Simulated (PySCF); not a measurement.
Gas-phase XPS of `OB(O)CS`, computed

CH5BO2S.
Z-matrix (Å and degrees, PBE0-D3(BJ)/def2-SVP geometry), rows numbered from 1:
```
O 
B   1  1.3665
O   2  1.3624  1  124.24
C   2  1.5740  1  117.29  3   178.72
S   4  1.8308  2  107.58  1   -74.84
H   1  0.9614  2  115.55  3    -2.36
H   3  0.9618  2  115.44  1     3.44
H   4  1.1001  2  113.99  1    47.44
H   4  1.0991  2  111.18  1   170.40
H   5  1.3509  4   96.16  2    58.61
```

Computed with delta-SCF UKS SCAN, pcX-2 on the ionised atom, pcseg-1 elsewhere, spin-free X2C (PySCF). Vertical ΔSCF values, vacuum level as zero.

Give the core binding energies atom by atom.

```json
{"atom(s)": "B2", "bonded to": "2 O and C", "level": "B 1s", "binding energy (eV)": "197.48", "count": "1"}
{"atom(s)": "C4", "bonded to": "S, 2 H and B", "level": "C 1s", "binding energy (eV)": "290.74", "count": "1"}
{"atom(s)": "O1/O3", "bonded to": "H and B", "level": "O 1s", "binding energy (eV)": "539.46", "count": "2"}
{"atom(s)": "S5", "bonded to": "C and H", "level": "S 1s", "binding energy (eV)": "2477.09", "count": "1"}
```

Give the binding energy of O 1s of O1/O3 in hartree and in kJ/mol.

539.46 eV = 19.8248 Eh = 52050 kJ/mol.

Which photon wavelength matches the O 1s of O1/O3 threshold?

λ = hc/E = 12398.42 eV Å / 539.46 eV = 22.983 Å.

Topologically equivalent atoms share the value of their first member; where this conformer doesn't relate them by symmetry, their own values could differ. Not every level is listed. Isolated species at its PBE0-D3(BJ)/def2-SVP geometry (one conformer only).
